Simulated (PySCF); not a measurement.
# Dipole response of K (potassium, neutral)

[Ar] 4s1, 2S determinant. Calculation: PySCF 2.14, in dyall-acv3z (25s18p7d3f, 135 functions); the spin-free X2C one-electron Hamiltonian (Gaussian nucleus). Coupled (time-dependent) response in atomic units; α is the mean over directions.

```csv
method,mean α (bohr³),C₆ (like pair),S(−4)
UHF,408.2,6432,160800
PBE,323.3,4550,101700
PBE0,347.2,5056,116800
BLYP,260.6,3320,66070
```

S(−4) is the Cauchy moment in α(ω) = α(0) + S(−4) ω² + …

Reference α: 289.7 ± 0.3 bohr³ (recommended; Schwerdtfeger and Nagle, table of static dipole polarizabilities (2023 update)). Published C₆: 3923 (Chu and Dalgarno (2004); Tang, Norbeck and Certain (1976)).

Hartree-Fock lies above the reference because it lacks correlation, which contracts the outer shell.

α(iu) at UHF:

```
u (hartree)  α(iu) (bohr³)
          0          408.2
     0.0500          207.1
      0.100          86.25
      0.200          29.10
      0.300          15.98
      0.500          8.393
      0.750          5.322
       1.00          3.809
       1.50          2.242
       2.00          1.467
       3.00         0.7653
       5.00         0.3227
```
